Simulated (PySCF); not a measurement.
## Structure revision by computed shifts

A compound C₆H₉BO₂ gives the data below (simulated from a calculation) and was assigned the structure `[BH2-]1OC=CC(C2CC2)=[O+]1`.

$^{13}$C{$^{1}$H} NMR (computed): δ 185.1 (CH), 181.5 (CH), 113.4 (C), 9.1 (CH2, 2C), 8.8 (CH).

$^{1}$H NMR (600 MHz, computed): δ 7.43 (s, 1H), 6.89 (s, 1H), 4.27 (br, 2H), 0.79 (m, 2H), 0.70 (m, 1H), 0.18 (m, 2H).

Computed data (PySCF 2.14.0 with density-fitted response routines): GIAO PBE0/pcSseg-1 shieldings, geometry: PBE0-D3(BJ)/def2-SVP. Single conformer, non-relativistic Hamiltonian, isolated molecule, averaged over atoms made equivalent by symmetry, fast rotation or ring inversion.

Scale: $^{1}$H, $^{13}$C against TMS (reference shieldings calculated alike).

Question: Compare with the shifts computed for the proposed structure, pairing carbons in order of shift.

Answer: Mapped SMILES: `[BH2-:1]1[O:2][CH:3]=[CH:4][C:5]([CH:6]2[CH2:7][CH2:8]2)=[O+:9]1` (H(Xn): hydrogen on atom n).

```json
{"atom": "C5", "computed for proposal": "201.4", "given list": "185.1", "difference": "+16.3"}
{"atom": "C3", "computed for proposal": "182.9", "given list": "181.5", "difference": "+1.4"}
{"atom": "C4", "computed for proposal": "105.7", "given list": "113.4", "difference": "-7.7"}
{"atom": "C6", "computed for proposal": "20.2", "given list": "9.1", "difference": "+11.1"}
{"atom": "C7", "computed for proposal": "15.6", "given list": "9.1", "difference": "+6.5"}
{"atom": "C8", "computed for proposal": "15.6", "given list": "8.8", "difference": "+6.8"}
```

The rms difference is 9.5 ppm and the largest +16.3 ppm at C5 (ketone carbonyl carbon). The carbon types in order of shift don't match either: C, CH, CH, CH, CH2, CH2 for the proposal against CH, CH, C, CH2, CH2, CH in the data. The proposal doesn't fit.

Question: Which isomer fits?

Answer: SMILES [BH2-]1OC=C(C2CC2)C=[O+]1.

δC 185.1: alkene carbon bearing oxygen; an sp2 carbon further deshielded by the attached heteroatom. δC 181.5: aldehyde carbonyl carbon; the double bond to the heteroatom, with no lone-pair donor beside it, deshields it most. δC 113.4: β carbon of an enol-ether or enamine type C=C; the O or N lone pair pushes π density onto this β carbon and shields it. δC 9.1, 8.8: three-membered-ring carbon; carbons of three-membered rings are unusually shielded.

The shifts were computed for this structure.

Hydrogens on boron are broadened and split by $^{11}$B (spin 3/2, 80 %) and 10B (spin 3). Shifts are as computed. Against solution values, carbons near 30 ppm lie about +2 ppm off and those near 130 ppm about +5 ppm. Of 1211 compounds with measured shifts, 218 miss one by over three times the rms of a fit or turn the order of signals round; such compounds aren't used in these exercises. Multiplicities follow the n + 1 count of equivalent neighbours, as no J values were calculated; m marks all less simple cases, F and P coupling included.
